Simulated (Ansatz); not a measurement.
A run on C3H6BN, SMILES `C=C1CBN1` with other settings.

```yaml
crystal:
  periodic: [false, false, false]
  atoms:
    - {symbol: C, position_ang: [-1.362168, 1.133127, 0.170901]}
    - {symbol: C, position_ang: [-0.345935, 0.299956, 0.000537]}
    - {symbol: C, position_ang: [0.452135, -0.638674, 0.893873]}
    - {symbol: B, position_ang: [1.232314, -0.937322, -0.468030]}
    - {symbol: N, position_ang: [0.398131, -0.026902, -1.146945]}
    - {symbol: H, position_ang: [-1.808884, 1.249353, 1.148955]}
    - {symbol: H, position_ang: [-1.769164, 1.712843, -0.649299]}
    - {symbol: H, position_ang: [-0.135993, -1.449630, 1.328021]}
    - {symbol: H, position_ang: [1.001937, -0.135803, 1.691910]}
    - {symbol: H, position_ang: [2.132081, -1.604405, -0.873227]}
    - {symbol: H, position_ang: [0.270844, 0.340557, -2.076094]}
basis:
  gaussian: {orbitals: aug-pcseg-2}
total_charge: 1
magnetization: {spin_polarized: true, initial_magnetization: 1}
hamiltonian: {xc: {name: revPBE0}, dispersion: d3bjatm}
output: {forces: true}
```

```sh
$ ansatz run in.yaml --threads 2 --pin off --events-out ev --progress --plain --max-ram 4352MiB
```

Output, abridged:

```
Functional definition: revPBE0
1354 factors; their error is unknown
mean field evaluation 1: about -5351.1059 eV, gradient 5.8e1 eV
mean field evaluation 2: about -5340.6474 eV, gradient 7.2e1 eV
mean field evaluation 4: about -5365.6367 eV, gradient 6.2e0 eV
mean field evaluation 8: about -5365.8260 eV, gradient 2.2e-1 eV
mean field evaluation 16: about -5365.8017 eV, gradient 6.3e-3 eV
mean field -5365.80173401 eV, -197.1895766538 hartree, gradient 1.3e-5 eV, S^2 0.759153; 0 other end points of the search recorded, 0 dependent functions left out
reference -5365.80178189 eV, -197.1895784135 hartree; 18, 17 occupied and 350, 351 virtual orbitals, 1354 factors
Total energy: -5366.26993596 eV, -197.2067827581 hartree
Atom 0 at    -1.362168     1.133127     0.170901 Å, force    -2.769228     2.363505     0.129148 eV/Å
Atom 1 at    -0.345935     0.299956     0.000537 Å, force     4.540803    -3.396309    -1.941026 eV/Å
Atom 2 at     0.452135    -0.638674     0.893873 Å, force    -0.044947     0.004812     0.123399 eV/Å
Atom 3 at     1.232314    -0.937322    -0.468030 Å, force     1.509652    -1.618352     1.122808 eV/Å
Atom 4 at     0.398131    -0.026902    -1.146945 Å, force    -2.837705     2.253269     0.739319 eV/Å
Atom 5 at    -1.808884     1.249353     1.148955 Å, force    -0.029261     0.008224     0.061491 eV/Å
Atom 6 at    -1.769164     1.712843    -0.649299 Å, force    -0.052114     0.046874    -0.006750 eV/Å
Atom 7 at    -0.135993    -1.449630     1.328021 Å, force    -0.018109     0.044166     0.013124 eV/Å
Atom 8 at     1.001937    -0.135803     1.691910 Å, force    -0.048469     0.008912     0.003355 eV/Å
Atom 9 at     2.132081    -1.604405    -0.873227 Å, force    -0.230154     0.183118     0.058808 eV/Å
Atom 10 at     0.270844     0.340557    -2.076094 Å, force    -0.020468     0.101781    -0.303677 eV/Å
Dipole moment:    -0.326049     0.331810    -0.178367 e Å
```

It took 17 s on 2 threads of an AMD EPYC 9B14 on a shared host, with 0.88 GiB of host memory at the peak.
